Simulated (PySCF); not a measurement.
BF3, singlet, at a GFN2-xTB geometry; CCSD/6-31G in PySCF.

Input for PySCF:
```python
from pyscf import gto, scf, cc

mol = gto.M(
    atom='''
B 
F  1 1.300379
F  1 1.300379 2 120.000000
F  1 1.300379 2 120.000000 3 -180.000000
''',
    basis='6-31g',
    verbose=4,
)

mf = scf.RHF(mol)
mf.kernel()

mycc = cc.CCSD(mf)
mycc.kernel()
print('E(CCSD) = %.10f' % mycc.e_tot)
```

Q: Predict the main parts of the log of this PySCF run.

A: 
```
PySCF version 2.14.0

[INPUT] verbose = 4
[INPUT] num. atoms = 4
[INPUT] num. electrons = 32
[INPUT] charge = 0
[INPUT] spin (= nelec alpha-beta = 2S) = 0
[INPUT] symmetry False subgroup None
[INPUT] Mole.unit = angstrom
[INPUT] Symbol           X                Y                Z      unit          X                Y                Z       unit  Magmom
[INPUT]  1 B      0.000000000000   0.000000000000   0.000000000000 AA    0.000000000000   0.000000000000   0.000000000000 Bohr   0.0
[INPUT]  2 F      1.300379000000   0.000000000000   0.000000000000 AA    2.457360168136   0.000000000000   0.000000000000 Bohr   0.0
[INPUT]  3 F     -0.650189500000   0.000000000000   1.126161248548 AA   -1.228680084068   0.000000000000   2.128136331854 Bohr   0.0
[INPUT]  4 F     -0.650189500000  -0.000000000000  -1.126161248548 AA   -1.228680084068  -0.000000000000  -2.128136331854 Bohr   0.0

nuclear repulsion = 112.029208816356
number of shells = 20
number of NR pGTOs = 88
number of NR cGTOs = 36
basis = 6-31g
ecp = {}

******** <class 'pyscf.scf.hf.RHF'> ********
method = RHF
initial guess = minao
damping factor = 0
level_shift factor = 0
DIIS = <class 'pyscf.scf.diis.CDIIS'>
diis_start_cycle = 1
diis_space = 8
diis_damp = 0
SCF conv_tol = 1e-09
SCF conv_tol_grad = None
SCF max_cycles = 50
direct_scf = True
direct_scf_tol = 1e-13
Set gradient conv threshold to 3.16228e-05
Initial guess from minao.
init E= -323.602551703974
  HOMO = -0.637955084524726  LUMO = 0.142827633258523  gap/eV = 21.24618
cycle= 1 E= -322.990295981349  delta_E= 0.612  |g|= 0.639  |ddm|= 1.86
  HOMO = -0.620781351087898  LUMO = 0.13780585185342  gap/eV = 20.64221
cycle= 2 E= -323.064851208054  delta_E= -0.0746  |g|= 0.33  |ddm|= 0.713
  HOMO = -0.679959603554344  LUMO = 0.158182843126812  gap/eV = 22.80702
cycle= 3 E= -323.081596663877  delta_E= -0.0167  |g|= 0.035  |ddm|= 0.191
  HOMO = -0.670124803566606  LUMO = 0.17153327103139  gap/eV = 22.90268
cycle= 4 E= -323.081909538353  delta_E= -0.000313  |g|= 0.00485  |ddm|= 0.0362
  HOMO = -0.67121384996341  LUMO = 0.170255234059557  gap/eV = 22.89754
cycle= 5 E= -323.081920059994  delta_E= -1.05e-05  |g|= 0.000715  |ddm|= 0.00867
  HOMO = -0.671369837441106  LUMO = 0.170291473486709  gap/eV = 22.90277
cycle= 6 E= -323.08192027738  delta_E= -2.17e-07  |g|= 8.68e-05  |ddm|= 0.00108
  HOMO = -0.671379218795617  LUMO = 0.17030682733181  gap/eV = 22.90344
cycle= 7 E= -323.081920280685  delta_E= -3.31e-09  |g|= 1.03e-05  |ddm|= 0.000134
  HOMO = -0.671379989284144  LUMO = 0.170307120968326  gap/eV = 22.90347
cycle= 8 E= -323.081920280734  delta_E= -4.91e-11  |g|= 9.12e-07  |ddm|= 2.21e-05
  HOMO = -0.671379927911753  LUMO = 0.170307336746551  gap/eV = 22.90348
Extra cycle  E= -323.081920280736  delta_E= -1.25e-12  |g|= 3.12e-07  |ddm|= 1.34e-06
converged SCF energy = -323.081920280736

******** <class 'pyscf.cc.ccsd.CCSD'> ********
CC2 = 0
CCSD nocc = 16, nmo = 36
max_cycle = 50
direct = 0
conv_tol = 1e-07
conv_tol_normt = 1e-05
diis_space = 6
diis_start_cycle = 0
diis_start_energy_diff = 1e+09
Init t2, MP2 energy = -323.500891242861  E_corr(MP2) -0.418970962124958
Init E_corr(CCSD) = -0.418970962124984
cycle = 1  E_corr(CCSD) = -0.40300486937002  dE = 0.0159660928  norm(t1,t2) = 0.0597542
cycle = 2  E_corr(CCSD) = -0.414893747462207  dE = -0.0118888781  norm(t1,t2) = 0.0164602
cycle = 3  E_corr(CCSD) = -0.414771161306403  dE = 0.000122586156  norm(t1,t2) = 0.00833079
cycle = 4  E_corr(CCSD) = -0.416480522944528  dE = -0.00170936164  norm(t1,t2) = 0.00320109
cycle = 5  E_corr(CCSD) = -0.41642205490027  dE = 5.84680443e-05  norm(t1,t2) = 0.000373672
cycle = 6  E_corr(CCSD) = -0.416388519178597  dE = 3.35357217e-05  norm(t1,t2) = 0.000122598
cycle = 7  E_corr(CCSD) = -0.416385475124575  dE = 3.04405402e-06  norm(t1,t2) = 2.38413e-05
cycle = 8  E_corr(CCSD) = -0.41638589064085  dE = -4.15516275e-07  norm(t1,t2) = 5.63391e-06
cycle = 9  E_corr(CCSD) = -0.416385886182371  dE = 4.45847848e-09  norm(t1,t2) = 1.39387e-06
CCSD converged
E(CCSD) = -323.4983061669181  E_corr = -0.4163858861823714
E(CCSD) = -323.4983061669
```
